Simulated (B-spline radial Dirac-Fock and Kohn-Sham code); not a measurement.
# Dipole and non-dipole photoemission parameters of K 2p1/2

System: the free potassium atom, configuration 1s2 2s2 2p6 3s2 3p6 4s1; threshold 297.3 eV (tabulated edge). Model: Dirac-Hartree-Slater photoionisation with a Latter tail; cross sections with all multipoles, angular parameters from the dipole term and its interference with E2. Program: a B-spline atomic structure program.

For linearly polarised light dσ/dΩ = σ/(4π) [1 + β P₂(cos θ) + (δ + γ cos²θ) sin θ cos φ], with θ from the polarisation vector and φ the angle between the beam and the projection of the electron momentum on the plane normal to the polarisation.

```tsv
hν (eV)	σ (kb)	β	γ	δ
352	768	1.032	-0.056	0.009
400	590	1.252	-0.025	0.012
414	550	1.290	-0.014	0.013
485	385	1.403	0.042	0.015
600	228	1.463	0.127	0.017
705	150	1.471	0.197	0.020
720	142	1.470	0.206	0.020
727	138	1.470	0.210	0.020
851	90.4	1.455	0.282	0.023
977	?	?	?	?
1340	24.8	1.342	0.487	0.037
1490	18.1	1.304	0.535	0.041
1860	9.21	1.217	0.630	0.053
1940	8.08	1.199	0.648	0.056
2540	3.46	1.079	0.757	0.075
4000	0.780	0.865	0.925	0.121
4480	0.532	0.812	0.965	0.136
5010	0.363	0.760	1.003	0.151
5414.7	0.278	0.725	1.029	0.163
6180	0.175	0.666	1.072	0.184
8047.8	0.0688	0.556	1.153	0.231
8350	0.0603	0.542	1.165	0.239
15000	0.00707	0.344	1.355	0.374
```

Question: Give the values at 977 eV.

Answer: σ = 61.5 kb, β = 1.430, γ = 0.345, δ = 0.027.

Values without a named source are computed, but for edge energies of neutral atoms, which are taken from tables.
